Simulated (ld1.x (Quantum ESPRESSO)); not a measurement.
## Which change was made? (Ag, PAW)

```json
{
  "Element": "silver",
  "Generator": "ld1.x (Quantum ESPRESSO) 7.5",
  "Type": "PAW",
  "Functional": "PW91",
  "Relativity": "scalar-relativistic",
  "Frozen core": "[Ar] 3d10",
  "Valence charge": "19",
  "Reference configuration": "4s2 4p6 4d9 5s2 5p0",
  "Partial waves": "4s (bound): rcut 1.30, rcutus 1.70 bohr; 5s (bound): rcut 1.30, rcutus 1.70 bohr; 4p (bound): rcut 1.35, rcutus 1.50 bohr; 5p (bound, empty): rcut 1.35, rcutus 1.50 bohr; 4d (bound): rcut 1.70, rcutus 1.95 bohr; 4d channel at 2.65 Ry: rcut 1.70, rcutus 1.95 bohr",
  "Local potential": "all-electron potential smoothed inside 1.15 bohr (lloc = -1)",
  "Core correction": "Bessel-smoothed model core, default radius (core density twice the valence density)",
  "Augmentation charge": "PSQ, inside the norm-conserving radii"
}
```

Cutoffs, loose and tight: the cutoffs (Ry, on a coarse ladder) from which the occupation-weighted sum of valence levels, in a spherical-Bessel basis at the reference potential, stays within 10 and 1 mRy of its value at 400 Ry. They do not see the model core or the augmentation charge, which bear on the density cutoff. Test errors are all-electron minus pseudo excitation energies from the reference, over the configurations 4s2 4p6 4d10 5s1 5p0; 4s2 4p6 4d10 5s0 5p0; 4s2 4p6 4d9 5s0 5p0; 4s2 4p5 4d10 5s1 5p0; 4s2 4p6 4d9 5s1 5p0; 4s1 4p6 4d10 5s1 5p0; 4s2 4p6 4d8 5s0 5p0; variants that change the core or the reference have their own tests.

The base gives: outcome: generated, overlap not positive; bound ghosts: not determined (overlap not positive); largest test error (meV): -39.

On the changes marked as counting shells twice: ld1.x takes every shell without a wave as core, so the model core holds the marked electrons as well and exchange and correlation see them twice. This cancels in the reference configuration, but the file is broken for other ones, and its errors say nothing about a proper core correction.

Problem. After one change the result is: outcome: failed: new_paw_hamiltonian: negative rho. Which change was it?
A. type RRKJ; waves now 4s (bound): rc 1.70 bohr; 4d (bound): rc 1.95 bohr; 4p (bound): rc 1.50 bohr; local potential the p channel (5s counted twice)
B. fully relativistic
C. core [Kr], valence charge 11; reference 4d10 5s1 5p0; waves now 5s (bound): rcut 1.85, rcutus 2.00 bohr; 5s channel at 4.35 Ry: rcut 1.85, rcutus 2.00 bohr; 5p (bound): rcut 2.15, rcutus 2.95 bohr; 5p channel at 2.35 Ry: rcut 2.15, rcutus 2.95 bohr; 4d (bound): rcut 1.15, rcutus 1.50 bohr; 4d channel at 2.65 Ry: rcut 1.15, rcutus 1.50 bohr; local potential all-electron potential smoothed inside 2.85 bohr (lloc = -1); core correction Bessel-smoothed model core inside 0.95 bohr
D. waves 4p (bound): rcut 1.22, rcutus 1.30 bohr; 5p (bound): rcut 1.22, rcutus 1.30 bohr

Solution. C. The others give: waves 4p (bound): rcut 1.22, rcutus 1.30 bohr; 5p (bound): rcut 1.22, rcutus 1.30 bohr → outcome: generated; cutoff, loose: 50 Ry; cutoff, tight: 90 Ry; bound ghosts: none; largest test error (meV): -42 | fully relativistic → outcome: generated; bound ghosts: not determined; largest test error (meV): +3.8 | type RRKJ; waves now 4s (bound): rc 1.70 bohr; 4d (bound): rc 1.95 bohr; 4p (bound): rc 1.50 bohr; local potential the p channel (5s counted twice) → outcome: generated, misses its reference levels by 2.17 eV; bound ghosts: none; largest test error (meV): -10651. A file whose overlap is not positive is unfit for use, and its test errors describe a broken file.
